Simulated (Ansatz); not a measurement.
C12H20F6N2O4S2⁺, that is N-butyl-N-methylpyrrolidinium cyclic bis(sulfonyl)imide with one electron fewer. Charge 1, multiplicity 2. Geometry PBE-D4/def2-SVP, that of the neutral singlet; atoms count from 1.

```xyz
46

C    -1.473    2.126   -3.367
C    -0.225    1.760   -2.564
C    -0.232    0.289   -2.121
C     0.866    0.024   -1.102
N     1.131   -1.451   -0.796
C    -0.150   -2.208   -0.586
C     2.028   -1.552    0.459
C     3.207   -2.429    0.052
C     3.386   -2.093   -1.433
C     1.945   -2.086   -1.925
H    -1.595    1.480   -4.262
H    -1.432    3.177   -3.715
H    -2.376    2.013   -2.734
H     0.698    1.964   -3.152
H    -0.181    2.398   -1.657
H    -0.128   -0.367   -3.016
H    -1.218    0.064   -1.664
H     0.616    0.506   -0.138
H     1.843    0.430   -1.437
H    -0.775   -1.664    0.151
H     0.103   -3.216   -0.213
H    -0.682   -2.285   -1.550
H     2.337   -0.523    0.718
H     1.414   -1.919    1.303
H     2.969   -3.506    0.178
H     4.101   -2.213    0.668
H     3.853   -1.094   -1.558
H     4.005   -2.823   -1.990
H     1.572   -3.120   -2.056
H     1.757   -1.527   -2.860
O    -0.230   -1.536    2.817
S    -0.409   -0.094    2.512
O     0.804    0.750    2.349
N    -1.512   -0.005    1.305
S    -2.009    1.485    0.807
O    -3.053    1.276   -0.217
O    -0.921    2.465    0.562
C    -2.883    2.110    2.372
F    -3.262    3.390    2.175
F    -3.976    1.347    2.579
C    -1.971    2.052    3.636
F    -0.958    2.933    3.485
F    -2.725    2.436    4.705
C    -1.366    0.653    3.969
F    -0.531    0.782    5.021
F    -2.361   -0.198    4.291
```

Single mean-field runs in def2-TZVP are fitted with def2-universal-jkfit.

Problem. Estimate the Mulliken populations of the heavy atoms from the PBE0/def2-TZVP orbitals of Ansatz.

Solution. 
| atom | charge (e) | spin (α − β) |
| --- | --- | --- |
| C1 | -0.38 | 0.00 |
| C2 | -0.21 | 0.00 |
| C3 | -0.29 | 0.00 |
| C4 | -0.34 | 0.00 |
| N5 | 0.26 | 0.00 |
| C6 | -0.41 | 0.00 |
| C7 | -0.31 | 0.00 |
| C8 | -0.18 | 0.00 |
| C9 | -0.22 | 0.00 |
| C10 | -0.25 | 0.00 |
| O31 | -0.36 | 0.08 |
| S32 | 0.65 | -0.07 |
| O33 | -0.30 | 0.18 |
| N34 | -0.19 | 0.61 |
| S35 | 0.67 | -0.07 |
| O36 | -0.33 | 0.09 |
| O37 | -0.30 | 0.19 |
| C38 | 0.30 | 0.00 |
| F39 | -0.10 | 0.00 |
| F40 | -0.10 | 0.00 |
| C41 | 0.22 | 0.00 |
| F42 | -0.11 | 0.00 |
| F43 | -0.11 | 0.00 |
| C44 | 0.31 | 0.00 |
| F45 | -0.10 | 0.00 |
| F46 | -0.10 | 0.00 |
Mulliken values depend strongly on the basis.

Problem. Where does the spin sit?

Solution. Summed by element: C 0.00, N 0.61, H 0.00, O 0.53, S -0.15, F 0.00, of 1 unpaired in all. Largest on single atoms: N34 0.61, O37 0.19, O33 0.18.

Problem. And the Mayer bond orders between heavy atoms (over 0.3)?

Solution. C1–C2 1.01 (1.53 Å); C2–C3 0.99 (1.54 Å); C3–C4 0.96 (1.52 Å); C4–N5 0.89 (1.53 Å); N5–C6 0.90 (1.50 Å); N5–C7 0.84 (1.55 Å); N5–C10 0.87 (1.53 Å); C7–C8 1.02 (1.52 Å); C8–C9 0.98 (1.53 Å); C9–C10 1.03 (1.52 Å); O31–S32 1.82 (1.49 Å); S32–O33 1.78 (1.49 Å); S32–N34 1.06 (1.64 Å); S32–C44 0.76 (1.90 Å); N34–S35 1.05 (1.65 Å); S35–O36 1.85 (1.48 Å); S35–O37 1.76 (1.48 Å); S35–C38 0.77 (1.90 Å); C38–F39 1.16 (1.35 Å); C38–F40 1.17 (1.35 Å); C38–C41 0.96 (1.56 Å); C41–F42 1.15 (1.35 Å); C41–F43 1.13 (1.36 Å); C41–C44 0.95 (1.56 Å); C44–F45 1.17 (1.35 Å); C44–F46 1.17 (1.35 Å).
